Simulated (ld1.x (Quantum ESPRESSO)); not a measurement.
# What the settings do to the TM potential of Mg (Z = 12)

Base potential:

```
Element                 : Mg
Generator               : ld1.x (Quantum ESPRESSO) 7.5
Type                    : norm-conserving Troullier–Martins (Kleinman–Bylander form)
Functional              : PBE
Relativity              : non-relativistic
Frozen core             : [He]
Valence charge          : 10
Reference configuration : 2s2 2p6 3s2 3p0
Partial waves           : 2p (bound): rc 0.60 bohr; 2s (bound): rc 0.55 bohr
Local potential         : the s channel
Core correction         : a·sin(br)/r model core inside 0.55 bohr
```

Occupied shells without a wave of their own: 3s. They enter only through the test configuration that unscreens the potential, and ld1.x also counts them in the model core charge.

Cutoffs, loose and tight: the cutoffs (Ry, on a coarse ladder) from which the occupation-weighted sum of valence levels, in a spherical-Bessel basis at the reference potential, stays within 10 and 1 mRy of its value at 400 Ry. They do not see the model core or the augmentation charge, which bear on the density cutoff. Test errors are all-electron minus pseudo excitation energies from the reference, over the configurations 2s2 2p6 3s1 3p0; 2s2 2p6 3s0 3p0; 2s2 2p6 3s1.5 3p0; 2s2 2p6 3s1 3p1; 2s1 2p6 3s2 3p0; 2s2 2p5 3s2 3p0; 2s2 2p6 3s0 3p1. A dash means not determined; rows that change the core or the reference have their own tests.

With those shells counted twice in exchange and correlation these files are broken, and their errors move erratically; no question is asked of them.

Cutoffs are not given where the Bessel-basis levels miss the radial ones by over 6 mRy, ghosts where they miss by over 20 mRy; a channel whose overlap is not positive is not tested.

```tsv
change	outcome	cutoff, loose	cutoff, tight	bound ghosts	largest test error (meV)
base	generated	over 300 Ry	over 300 Ry	none	-944
all radii but the core radius scaled by about 0.73 (s 0.40, p 0.44 bohr)	generated	–	–	none	-946
all radii but the core radius scaled by about 0.87 (s 0.48, p 0.52 bohr)	generated	over 300 Ry	over 300 Ry	none	-940
all radii but the core radius scaled by about 1.10 (s 0.60, p 0.66 bohr)	generated	over 300 Ry	over 300 Ry	none	-956
all radii but the core radius scaled by about 1.20 (s 0.66, p 0.72 bohr)	generated	300 Ry	over 300 Ry	none	-982
all radii but the core radius scaled by about 1.29 (s 0.70, p 0.78 bohr)	generated	300 Ry	over 300 Ry	none	-1003
all radii but the core radius scaled by about 1.34 (s 0.74, p 0.80 bohr)	generated	260 Ry	over 300 Ry	none	-1029
```

Reading the sweep of the scale of all radii but the core radius (base = 1) (base included, trends over the rows without a ghost): The median size of the test errors (rows with all tests solved) stays near 71.9 meV.
